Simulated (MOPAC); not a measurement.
MOPAC input (PM7):

```
PM7 PRECISE GNORM=0.05 LET XYZ UHF MS=0.5 GEO-OK AUX(PRECISION=9) THREADS=1
H2B

B     0.14414957 1   -0.00616732 1   -0.00768719 1
H    -0.40731316 1   -1.05719127 1   -0.00044344 1
H    -0.31343467 1    1.08802789 1    0.03887940 1
```

Question: What heat of formation does the run end on?

Answer: 75.42 kcal/mol.
